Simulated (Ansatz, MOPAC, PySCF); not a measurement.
Donor–acceptor adduct: ClFHIn (SMILES [F][InH][Cl]) (first 4 atoms) with NH3 (SMILES N); geometry from B3LYP-D3(BJ)/def2-TZVP, rigid monomers moved along the line of their centres of mass till In2···N5 is 4.17 Å.
(charge 0, multiplicity 1):
```xyz
8

F      0.88016     1.42084     1.16467
In    -0.72705     0.27460     1.39663
Cl    -2.20336     1.29155     2.95065
H     -1.21904    -0.78507     0.15777
N      1.62098    -1.78960     4.16314
H      2.47642    -1.24081     4.11558
H      1.16801    -1.60633     5.05362
H      1.85540    -2.77465     4.10790
```

Interaction energies are E(AB) − E(A) − E(B) at the monomers' geometry in the complex; basis-set methods are counterpoise corrected. Rows marked so take none.

Rows in 3-21G carry no dispersion term and start afresh at each structure; the Pople sets are all-electron and without relativity. The state reached by PM3 isn't checked.

Programs: Ansatz (a quantum-chemistry and plane-wave program) with Gaussian orbitals; MOPAC for PM3 (differences of heats of formation); PySCF for 3-21G rows, the dispersion terms.  In def2 rows elements past Kr take small-core potentials, without spin–orbit coupling.

Problem. One of these levels gives 0.67 kcal/mol for the interaction energy. Which one is it?
(A) HF/3-21G (no counterpoise)
(B) PM3
(C) PBE-D3(BJ)/def2-TZVPPD

Solution. B, PM3. The others give -9.59 (HF/3-21G (no counterpoise)), -4.96 (PBE-D3(BJ)/def2-TZVPPD)
